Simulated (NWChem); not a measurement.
Species: HfN₂H₄O; SMILES [NH2][Hf]([NH2])=[O]

```xyz
8

Hf    -0.0107    -0.4831     0.0715
O      0.0034     0.1525     1.7205
N     -1.7481     0.1114    -0.8474
H     -2.4827     0.6350    -0.3749
H     -1.9381     0.1624    -1.8467
N      1.7513     0.0337    -0.8474
H      1.9434     0.0762    -1.8467
H      2.5084     0.5241    -0.3749
```
Atoms are numbered in this order, from 1.

Level: PBE0/def2-SVP with def2 effective core potentials on Hf (NWChem), optimised geometry, unscaled harmonic frequencies. def2 effective core potentials on Hf; no spin-orbit coupling.

| frequency (cm⁻¹) | IR intensity (km/mol) |
|---|---|
| 111 | 9.8 |
| 158 | 5.3 |
| 206 | 5.2 |
| 362 | 1.1 |
| 428 | 14.4 |
| 496 | 2.7 |
| 533 | 19.1 |
| 561 | 91.6 |
| 585 | 260.4 |
| 617 | 141.3 |
| 624 | 69.0 |
| 923 | 169.4 |
| 1521 | 34.2 |
| 1524 | 24.1 |
| 3564 | 54.3 |
| 3565 | 17.8 |
| 3651 | 9.2 |
| 3651 | 31.9 |

The zero-point energy is 33.0 kcal/mol, the thermal correction to the enthalpy at 298.15 K (with zero-point energy) comes out as 37.6 kcal/mol and the heat capacity Cv comes out as 21.8 cal/(mol K). The entropy at 298.15 K and 1 atm (symmetry number 1) comes out as 81.2 cal/(mol K).

Rigid rotor and harmonic oscillator.
